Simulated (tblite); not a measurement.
Record of a relaxation.

C3H10OSeSi.
Numbering: `[OH:1][CH2:2][CH2:3][CH2:4][Se:5][SiH3:6]` (hydrogens: H7 on O1; H8, H9 on C2; H10, H11 on C3; H12, H13 on C4; H14, H15, H16 on Si6)

Computed with GFN2-xTB (tblite), gas phase: L-BFGS steps from a force-field or distance-geometry start until the largest atomic force falls under 0.01 eV/Å. 11 of its 79 geometries are shown.

Step 0: E = -557.7266 eV, largest atomic force 1.611 eV/Å
```
atom  x, y, z in Å  |  force x, y, z in eV/Å
O1     -3.288   -0.165    1.056   -0.886  -1.038   0.306
C2     -2.032    0.241    0.650    0.711   0.001   0.227
C3     -1.178   -0.902    0.125   -0.585  -0.121  -0.385
C4      0.141   -0.309   -0.270    0.843  -0.323  -1.334
Se5     1.101    0.512    1.210    0.389   0.268   0.685
Si6     3.237    0.855    0.450    0.006   0.050  -0.688
H7     -3.354   -1.147    0.993    0.074   0.988   0.153
H8     -1.450    0.708    1.488   -0.659  -0.055  -0.258
H9     -2.154    0.965   -0.166    0.037   0.223   0.167
H10    -1.692   -1.258   -0.794    0.386  -0.243   0.378
H11    -1.104   -1.725    0.859    0.096   0.387  -0.259
H12     0.834   -1.052   -0.719   -0.346   0.200   0.224
H13    -0.057    0.458   -1.046    0.263  -0.156   0.353
H14     3.775   -0.413   -0.072   -0.077   0.116   0.177
H15     3.123    1.771   -0.706    0.011  -0.138   0.207
H16     4.090    1.470    1.464   -0.266  -0.159   0.046
```

Step 8: E = -557.9458 eV, largest atomic force 0.283 eV/Å
```
atom  x, y, z in Å  |  force x, y, z in eV/Å
O1     -3.334   -0.178    1.064   -0.102  -0.009  -0.192
C2     -2.056    0.244    0.647    0.026  -0.054   0.034
C3     -1.169   -0.871    0.088    0.070   0.035   0.044
C4      0.196   -0.311   -0.302   -0.113  -0.071  -0.220
Se5     1.151    0.494    1.245   -0.038  -0.062   0.085
Si6     3.221    0.856    0.378    0.042   0.009  -0.143
H7     -3.379   -1.137    1.039    0.038  -0.056   0.056
H8     -1.562    0.707    1.517    0.079  -0.061  -0.050
H9     -2.185    1.026   -0.115   -0.060  -0.056   0.029
H10    -1.638   -1.337   -0.793    0.107   0.228   0.129
H11    -1.042   -1.659    0.839    0.006   0.100   0.054
H12     0.840   -1.091   -0.722   -0.067   0.102   0.115
H13     0.063    0.485   -1.041    0.102  -0.033   0.027
H14     3.771   -0.432   -0.050   -0.031   0.063  -0.049
H15     3.115    1.797   -0.744    0.007  -0.129   0.074
H16     4.000    1.417    1.473   -0.067  -0.005   0.006
```

Step 16: E = -557.9917 eV, largest atomic force 0.282 eV/Å
```
atom  x, y, z in Å  |  force x, y, z in eV/Å
O1     -3.381   -0.217    0.926    0.115  -0.073  -0.081
C2     -2.080    0.247    0.644    0.091   0.025  -0.074
C3     -1.147   -0.828    0.092    0.000  -0.034  -0.020
C4      0.224   -0.285   -0.298   -0.201  -0.149  -0.131
Se5     1.174    0.453    1.276   -0.147   0.007   0.008
Si6     3.201    0.835    0.358    0.144   0.033  -0.114
H7     -3.348   -1.159    1.128    0.054   0.062   0.137
H8     -1.599    0.673    1.541   -0.196  -0.002   0.067
H9     -2.208    1.044   -0.090    0.042   0.129  -0.030
H10    -1.614   -1.291   -0.785    0.093  -0.010   0.060
H11    -1.006   -1.589    0.869   -0.050  -0.056  -0.109
H12     0.836   -1.105   -0.692   -0.004   0.155   0.056
H13     0.140    0.501   -1.056    0.033  -0.063   0.167
H14     3.766   -0.434   -0.099   -0.011   0.011  -0.009
H15     3.103    1.764   -0.771   -0.046  -0.060   0.069
H16     3.931    1.400    1.479    0.083   0.027   0.006
```

Step 23: E = -558.0341 eV, largest atomic force 0.196 eV/Å
```
atom  x, y, z in Å  |  force x, y, z in eV/Å
O1     -3.383   -0.265    0.809    0.001  -0.117   0.041
C2     -2.090    0.252    0.625    0.038  -0.017  -0.010
C3     -1.142   -0.818    0.087    0.059  -0.047  -0.041
C4      0.227   -0.286   -0.291    0.023   0.000  -0.014
Se5     1.170    0.449    1.290    0.006   0.016   0.027
Si6     3.208    0.822    0.359   -0.025   0.017  -0.069
H7     -3.293   -1.128    1.237   -0.113   0.157   0.034
H8     -1.689    0.655    1.569    0.001  -0.024   0.027
H9     -2.187    1.081   -0.079   -0.019  -0.005  -0.055
H10    -1.600   -1.282   -0.791    0.024   0.013  -0.025
H11    -1.018   -1.589    0.856   -0.017  -0.031  -0.028
H12     0.854   -1.095   -0.676   -0.032   0.079  -0.007
H13     0.159    0.514   -1.032    0.000  -0.045   0.043
H14     3.764   -0.437   -0.135   -0.006  -0.008   0.057
H15     3.072    1.736   -0.775   -0.029   0.011   0.035
H16     3.939    1.402    1.471    0.089  -0.003  -0.015
```

Step 31: E = -558.0565 eV, largest atomic force 0.128 eV/Å
```
atom  x, y, z in Å  |  force x, y, z in eV/Å
O1     -3.393   -0.275    0.769   -0.019  -0.088   0.091
C2     -2.091    0.227    0.613   -0.008  -0.015  -0.013
C3     -1.131   -0.834    0.076    0.016  -0.028  -0.029
C4      0.237   -0.281   -0.276    0.003   0.009  -0.035
Se5     1.177    0.462    1.311   -0.026  -0.034  -0.033
Si6     3.207    0.832    0.355   -0.017  -0.008  -0.003
H7     -3.359   -1.053    1.341   -0.013   0.116  -0.037
H8     -1.703    0.624    1.565   -0.008  -0.007  -0.031
H9     -2.182    1.053   -0.096    0.026   0.018  -0.004
H10    -1.569   -1.273   -0.825    0.002  -0.014  -0.017
H11    -1.029   -1.628    0.823    0.040  -0.005  -0.011
H12     0.875   -1.067   -0.688    0.004   0.011   0.081
H13     0.154    0.522   -1.011   -0.001   0.044   0.050
H14     3.753   -0.446   -0.095   -0.025  -0.008  -0.059
H15     3.036    1.756   -0.765    0.006  -0.043   0.008
H16     4.010    1.390    1.427    0.019   0.052   0.041
```

Step 39: E = -558.0625 eV, largest atomic force 0.032 eV/Å
```
atom  x, y, z in Å  |  force x, y, z in eV/Å
O1     -3.400   -0.282    0.756   -0.008  -0.002   0.011
C2     -2.094    0.212    0.602   -0.006   0.007  -0.002
C3     -1.125   -0.843    0.062    0.005   0.011   0.008
C4      0.240   -0.270   -0.269    0.012  -0.013  -0.001
Se5     1.177    0.455    1.328   -0.021  -0.003   0.007
Si6     3.204    0.827    0.363   -0.028  -0.008  -0.010
H7     -3.387   -1.003    1.395    0.005  -0.009   0.009
H8     -1.708    0.605    1.555    0.013   0.007  -0.019
H9     -2.180    1.041   -0.104    0.020   0.003  -0.013
H10    -1.552   -1.279   -0.846    0.020   0.008   0.016
H11    -1.013   -1.642    0.802   -0.011   0.002  -0.009
H12     0.888   -1.051   -0.670    0.021   0.009  -0.022
H13     0.163    0.545   -0.991   -0.004  -0.006   0.025
H14     3.733   -0.448   -0.114   -0.001  -0.021  -0.010
H15     3.024    1.740   -0.762   -0.011   0.009  -0.015
H16     4.022    1.402    1.418   -0.007   0.005   0.024
```

Step 47: E = -558.0639 eV, largest atomic force 0.027 eV/Å
```
atom  x, y, z in Å  |  force x, y, z in eV/Å
O1     -3.395   -0.279    0.763    0.013   0.001  -0.008
C2     -2.088    0.210    0.596    0.004   0.007   0.003
C3     -1.120   -0.848    0.061   -0.008   0.012   0.000
C4      0.245   -0.271   -0.264   -0.012   0.006  -0.005
Se5     1.171    0.450    1.338    0.011  -0.014   0.007
Si6     3.193    0.823    0.364   -0.026  -0.002  -0.005
H7     -3.384   -0.995    1.408    0.025   0.008  -0.001
H8     -1.696    0.613    1.543    0.007  -0.002  -0.004
H9     -2.173    1.034   -0.117   -0.009  -0.011  -0.007
H10    -1.541   -1.279   -0.852    0.002  -0.010   0.010
H11    -1.016   -1.648    0.800    0.009   0.005  -0.015
H12     0.900   -1.040   -0.677   -0.016   0.002   0.014
H13     0.161    0.553   -0.974    0.000   0.000  -0.003
H14     3.718   -0.451   -0.123    0.002  -0.016   0.007
H15     3.012    1.734   -0.763   -0.017   0.015  -0.010
H16     4.005    1.401    1.420    0.016   0.000   0.018
```

Step 55: E = -558.0647 eV, largest atomic force 0.030 eV/Å
```
atom  x, y, z in Å  |  force x, y, z in eV/Å
O1     -3.389   -0.279    0.766    0.006   0.013  -0.003
C2     -2.084    0.211    0.590    0.004   0.000   0.000
C3     -1.117   -0.849    0.058   -0.006   0.001  -0.004
C4      0.246   -0.268   -0.260   -0.008  -0.010  -0.012
Se5     1.170    0.438    1.349    0.011   0.000  -0.007
Si6     3.184    0.822    0.363   -0.027  -0.008   0.009
H7     -3.368   -0.985    1.421   -0.001  -0.019   0.014
H8     -1.687    0.620    1.532   -0.004   0.009  -0.009
H9     -2.172    1.029   -0.130   -0.011  -0.003   0.002
H10    -1.536   -1.282   -0.855    0.000   0.002  -0.006
H11    -1.014   -1.651    0.796    0.003   0.013   0.007
H12     0.902   -1.034   -0.678    0.000   0.002  -0.004
H13     0.160    0.562   -0.965    0.015  -0.006   0.003
H14     3.706   -0.454   -0.121    0.005  -0.004  -0.007
H15     2.990    1.734   -0.762   -0.007  -0.001   0.008
H16     4.000    1.395    1.420    0.019   0.011   0.009
```

Step 62: E = -558.0654 eV, largest atomic force 0.018 eV/Å
```
atom  x, y, z in Å  |  force x, y, z in eV/Å
O1     -3.382   -0.278    0.780    0.002  -0.016   0.009
C2     -2.082    0.215    0.582   -0.011   0.008  -0.002
C3     -1.117   -0.847    0.053   -0.005   0.006   0.007
C4      0.248   -0.269   -0.263    0.007   0.005   0.010
Se5     1.166    0.422    1.358    0.009  -0.008  -0.002
Si6     3.175    0.818    0.372    0.015  -0.002  -0.006
H7     -3.350   -0.987    1.431   -0.001   0.006   0.001
H8     -1.676    0.637    1.515   -0.002  -0.002  -0.004
H9     -2.182    1.024   -0.145   -0.006   0.004  -0.011
H10    -1.535   -1.286   -0.857    0.002   0.006  -0.001
H11    -1.012   -1.644    0.796   -0.009  -0.008   0.000
H12     0.903   -1.034   -0.684    0.003  -0.003   0.001
H13     0.170    0.567   -0.960   -0.001  -0.002  -0.006
H14     3.699   -0.455   -0.123    0.003   0.009  -0.001
H15     2.963    1.732   -0.749    0.003  -0.002   0.008
H16     4.004    1.393    1.418   -0.010  -0.003  -0.004
```

Step 70: E = -558.0659 eV, largest atomic force 0.024 eV/Å
```
atom  x, y, z in Å  |  force x, y, z in eV/Å
O1     -3.380   -0.286    0.786   -0.008   0.012  -0.014
C2     -2.086    0.217    0.574   -0.009   0.006   0.006
C3     -1.116   -0.844    0.050   -0.009   0.001  -0.001
C4      0.252   -0.269   -0.259    0.007   0.003   0.013
Se5     1.174    0.405    1.366   -0.020  -0.004   0.006
Si6     3.175    0.814    0.374    0.022   0.004  -0.010
H7     -3.338   -0.982    1.452    0.005  -0.012   0.012
H8     -1.678    0.651    1.501    0.010   0.008   0.003
H9     -2.199    1.019   -0.160   -0.002  -0.007  -0.006
H10    -1.529   -1.280   -0.863   -0.008  -0.007  -0.012
H11    -1.020   -1.641    0.793    0.006  -0.006   0.000
H12     0.905   -1.034   -0.684   -0.002  -0.017  -0.001
H13     0.179    0.569   -0.955   -0.002   0.011   0.009
H14     3.702   -0.454   -0.130    0.005   0.018   0.002
H15     2.946    1.733   -0.739    0.012  -0.003   0.001
H16     4.004    1.392    1.418   -0.005  -0.008  -0.005
```

Step 78: E = -558.0664 eV, largest atomic force 0.010 eV/Å
```
atom  x, y, z in Å  |  force x, y, z in eV/Å
O1     -3.378   -0.288    0.800    0.000   0.002   0.001
C2     -2.090    0.221    0.567   -0.002  -0.004  -0.002
C3     -1.120   -0.842    0.047   -0.002  -0.003  -0.001
C4      0.252   -0.273   -0.255    0.001   0.003   0.004
Se5     1.179    0.387    1.373   -0.006  -0.007   0.003
Si6     3.176    0.813    0.375    0.007   0.003  -0.002
H7     -3.322   -0.983    1.467    0.004   0.006   0.003
H8     -1.674    0.671    1.482   -0.001  -0.004  -0.006
H9     -2.218    1.010   -0.179    0.004  -0.001   0.004
H10    -1.529   -1.277   -0.869   -0.004  -0.003  -0.002
H11    -1.029   -1.642    0.788   -0.002   0.002   0.008
H12     0.899   -1.040   -0.683   -0.002   0.005  -0.007
H13     0.184    0.572   -0.942    0.002  -0.004  -0.008
H14     3.715   -0.445   -0.138   -0.001   0.004   0.000
H15     2.942    1.738   -0.732    0.004   0.002   0.000
H16     4.005    1.389    1.422   -0.002  -0.001   0.004
```

Task: Summarise the path.

Result: The energy falls by 7.84 kcal/mol from step 0 to step 78; nine tenths of that is first reached at step 23. It rises by more than 0.2 meV at step 20. The largest force goes from 1.611 to 0.010 eV/Å. Among the bonds C4–Se5 changes most, from 1.947 to 1.986 Å; the atoms move by 0.208 Å rms after alignment.

Task: Follow the three bonds and two angles with the largest change from start to end.

Result: 
```tsv
step	E above end (kcal/mol)	largest force (eV/Å)	C4–Se5 (Å)	O1–C2 (Å)	O1–H7 (Å)	C4–Se5–Si6 (°)	Se5–Si6–H16 (°)
0	7.84	1.611	1.947	1.381	0.987	105.7	112.1
3	4.53	0.415	2.017	1.410	0.961	102.9	108.8
7	3.01	0.295	2.003	1.406	0.961	101.8	105.6
10	2.48	0.176	1.982	1.412	0.962	101.6	104.2
14	2.01	0.183	1.990	1.408	0.963	100.4	102.1
17	1.51	0.404	1.978	1.410	0.965	99.5	101.5
20	1.14	0.762	1.991	1.405	0.952	99.5	101.7
24	0.69	0.160	1.980	1.404	0.964	99.3	102.1
27	0.48	0.170	1.981	1.406	0.964	99.1	103.7
31	0.23	0.128	1.988	1.405	0.967	98.5	104.2
34	0.14	0.053	1.986	1.405	0.964	98.3	104.8
37	0.11	0.045	1.988	1.406	0.963	98.2	105.3
41	0.08	0.030	1.988	1.404	0.964	97.9	104.8
44	0.07	0.034	1.987	1.405	0.964	97.6	104.8
47	0.06	0.027	1.986	1.405	0.964	97.4	104.5
51	0.05	0.029	1.986	1.404	0.964	97.1	104.2
54	0.04	0.025	1.986	1.404	0.963	97.0	104.3
58	0.03	0.031	1.986	1.404	0.964	96.8	104.7
61	0.02	0.030	1.987	1.404	0.964	96.7	105.0
64	0.02	0.025	1.986	1.404	0.964	96.6	105.1
68	0.01	0.017	1.986	1.404	0.964	96.5	105.1
71	0.01	0.023	1.987	1.404	0.963	96.4	105.1
75	0.00	0.023	1.986	1.404	0.964	96.4	105.0
78	0.00	0.010	1.986	1.404	0.964	96.5	105.0
```

What follows is the cost of the whole relaxation. Hardware: an Arm Neoverse V2 with one thread, no GPU, shared host with 32 logical CPUs at a one-minute load of 29. Cost: 0.43 s wall.
